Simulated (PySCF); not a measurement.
Compound: C₆H₅FO.
Numbering: `[OH:1][c:2]1[cH:3][cH:4][c:5]([F:6])[cH:7][cH:8]1` (hydrogens: H9 on O1; H10 on C3; H11 on C4; H12 on C7; H13 on C8)

The same species was optimised twice, with GFN2-xTB and with PBE0-D3(BJ)/def2-SVP (PySCF), and the same property calculations (PySCF, gas phase) were run on both structures.

```
  coordinate  GFN2-xTB  PBE0-D3(BJ)/def2-SVP  change
   C5–F6 (Å)     1.352                 1.335  -0.017
   C3–C4 (Å)     1.383                 1.394  +0.011
   C7–C8 (Å)     1.380                 1.390  +0.010
   C2–C3 (Å)     1.391                 1.398  +0.007
   O1–C2 (Å)     1.358                 1.351  -0.007
   C5–C7 (Å)     1.384                 1.391  +0.007
   C4–C5 (Å)     1.381                 1.388  +0.007
   C2–C8 (Å)     1.393                 1.399  +0.006
C4–C5–C7 (°)     121.8                 121.0    -0.8
O1–C2–C3 (°)     122.1                 122.8    +0.7
C5–C7–C8 (°)     119.0                 119.5    +0.5
C3–C2–C8 (°)     119.8                 119.3    -0.5
C4–C5–F6 (°)     119.1                 119.5    +0.4
C3–C4–C5 (°)     118.9                 119.3    +0.4
F6–C5–C7 (°)     119.1                 119.4    +0.3
O1–C2–C8 (°)     118.1                 117.8    -0.3
```

Rotational constants: A = 5683, B = 1465, C = 1165 MHz (GFN2-xTB) against A = 5653, B = 1457, C = 1158 MHz (PBE0-D3(BJ)/def2-SVP). Point groups within 0.08 Å: Cs and Cs.

On the GFN2-xTB structure: HOMO (eV) -6.56 [PBE0/pcSseg-1]; LUMO (eV) -0.58 [PBE0/pcSseg-1]; dipole (D) 2.12 [PBE0/pcSseg-1]; GIAO shielding of O1 (ppm) 214.9 [PBE0/pcSseg-1]; GIAO shielding of C2 (ppm) 27.5 [PBE0/pcSseg-1]; GIAO shielding of C3/C8 (mean) (ppm) 67.4 [PBE0/pcSseg-1]; GIAO shielding of C4/C7 (mean) (ppm) 64.7 [PBE0/pcSseg-1]; GIAO shielding of C5 (ppm) 20.8 [PBE0/pcSseg-1]; GIAO shielding of F6 (ppm) 300.5 [PBE0/pcSseg-1].

Problem. What do these properties become on the PBE0-D3(BJ)/def2-SVP structure?

Solution. 
```
                                    property          level  on GFN2-xTB  on PBE0-D3(BJ)/def2-SVP  change
                                   HOMO (eV)  PBE0/pcSseg-1        -6.56                    -6.52   +0.04
                                   LUMO (eV)  PBE0/pcSseg-1        -0.58                    -0.60   -0.02
                                  dipole (D)  PBE0/pcSseg-1         2.12                     2.07   -0.05
energy, GFN2-xTB geometry as zero (kcal/mol)  PBE0/pcSseg-1          0.0                     -0.1    -0.1
                  GIAO shielding of O1 (ppm)  PBE0/pcSseg-1        214.9                    216.1    +1.2
                  GIAO shielding of C2 (ppm)  PBE0/pcSseg-1         27.5                     26.8    -0.7
        GIAO shielding of C3/C8 (mean) (ppm)  PBE0/pcSseg-1         67.4                     65.6    -1.8
        GIAO shielding of C4/C7 (mean) (ppm)  PBE0/pcSseg-1         64.7                     62.7    -2.0
                  GIAO shielding of C5 (ppm)  PBE0/pcSseg-1         20.8                     20.9    +0.1
                  GIAO shielding of F6 (ppm)  PBE0/pcSseg-1        300.5                    303.1    +2.6
```

The heavy atoms differ by 0.010 Å rms after alignment. Among bonds between heavy atoms C5–F6 changes most (-0.017 Å). Changes are differences of the printed values. Neither structure is proved a minimum here.

Shape of the structure used: `[OH:1][c:2]1[cH:3][cH:4][c:5]([F:6])[cH:7][cH:8]1`: H–O1–C2–C3 1°.
